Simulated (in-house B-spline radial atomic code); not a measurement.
Computed with a B-spline radial atomic code. Model: two electrons, singlet ground state, non-relativistic, full CI in B-splines with partial waves to l = 8 (at full coupling up to 3e-4 hartree above the limit, correlation up to 0.6 % small), density held at that of full coupling by Lieb maximisation.

Along the adiabatic connection the electron repulsion is scaled by a coupling λ while a local potential keeps the density fixed. At λ = 0 the system is the Kohn-Sham one and W equals the exchange energy; the exchange-correlation energy is the area under W between 0 and 1. The kinetic energy rises with λ as the electrons avoid each other, with dT/dλ = −λ dW/dλ.

Command:
```bash
python run_ac.py task.json out
```
Settings (lengths in bohr, energies in hartree):
```
potential              yukawa
strength               5.46
lmax                   8
second                 1.72
```

Time taken, with all properties: 19 s on 1 thread of Intel(R) Xeon(R) Processor @ 2.30GHz (shared host).

**W = mean repulsion less Hartree energy, and W of three functionals.**

Given: confinement screened point charge; nuclear charge 5.46; screening of the nucleus 1.72 1/bohr; external potential -Z exp(-k r)/r.

Computed: PBE exchange minus exact 37.23 millihartree; SCAN exchange minus exact -12.417 millihartree.

```csv
coupling,W xc (hartree),W xc minus exchange (millihartree),kinetic minus Kohn-Sham (millihartree),LDA (PW92) W minus its exchange (millihartree),PBE W minus its exchange (millihartree),SCAN W minus its exchange (millihartree)
0,-2.9227,0,0,0,0,0
0.02,-2.9246,-1.912,0,-14.39,-1.78,-1.84
0.05,-2.9275,-4.768,0.1,-30.42,-4.48,-4.55
0.12,-2.9341,-11.38,0.7,-60.52,-10.81,-10.79
0.25,-2.9462,-23.469,2.9,-105.04,-22.63,-22.06
0.4,-2.9598,-37.118,7.3,-147.36,-36.22,-34.65
0.6,?,?,?,?,?,?
0.8,?,?,?,?,?,?
1,-3.0114,-88.7,43.2,-274.08,-88.8,-81.47
1.4,-3.0433,-120.62,81.4,-339.04,-121.87,-110.09
2,-3.0879,-165.2,157.1,-420.47,-168.41,-149.83
3,-3.1544,-231.76,322.7,-529.43,-238.45,-209.09
4.5,-3.2394,-316.7,639.2,-655.41,-328.69,-285.16
7,-3.3512,-428.49,1275.4,-809.41,-449.66,-387.23
10,-3.4514,-528.73,2120,-942.77,-561.63,-481.78
```

Question: What belongs in the row 0.6?

Answer: W xc (hartree): -2.9775; W xc minus exchange (millihartree): -54.834; kinetic minus Kohn-Sham (millihartree): 16.2; LDA (PW92) W minus its exchange (millihartree): -195.26; PBE W minus its exchange (millihartree): -54.1; SCAN W minus its exchange (millihartree): -50.84.

Question: What belongs in the row 0.8?

Answer: W xc (hartree): -2.9947; W xc minus exchange (millihartree): -72.021; kinetic minus Kohn-Sham (millihartree): 28.2; LDA (PW92) W minus its exchange (millihartree): -236.88; PBE W minus its exchange (millihartree): -71.65; SCAN W minus its exchange (millihartree): -66.43.

Question: What is the LDA exchange minus exact?

Answer: 404.91 millihartree.

**Energy parts, natural occupations and partial-wave weights.**

Computed: total energy -11.7850 hartree; exchange energy -2.9227 hartree; correlation energy -0.045481 hartree; kinetic part of the DFT correlation energy 0.043219 hartree; kinetic part over minus potential part 0.48725; Hartree energy 5.8454 hartree; Kohn-Sham kinetic 23.042 hartree.

| natural | occupation of the shell (electrons) |
| --- | --- |
| s | 1.9976 |
| p | 0.0011484 |
| s | ? |
| d | 6.0996e-05 |
| p | 4.8486e-05 |
| s | 2.4805e-05 |

Question: What belongs in the row s?

Answer: occupation of the shell (electrons): 0.0010402.

| wave | weight |
| --- | --- |
| s | 0.99936 |
| p | 0.00060112 |
| d | ? |
| f | 5.1149e-06 |
| g | 1.2128e-06 |

Question: What belongs in the row d?

Answer: weight: 3.4648e-05.

Question: What is the initial slope twice GL2?

Answer: -0.095764 hartree.

Question: What is the Lieb Oxford ratio E_xc over LDA exchange?

Answer: 1.1789.

Half-way to full coupling W has made 52 % of its drop, against 50 % for a straight line, and second-order (GL2) theory, half the initial slope, overshoots the correlation energy by about 5 %: correlation is weak here. Over couplings 0 to 1 the errors in E_xc come to about +288 millihartree for LDA, +38 millihartree for PBE, -9.1 millihartree for SCAN, so SCAN is nearest. In LDA and SCAN the errors of exchange and correlation have opposite signs, so the sum is smaller than the larger of the two.
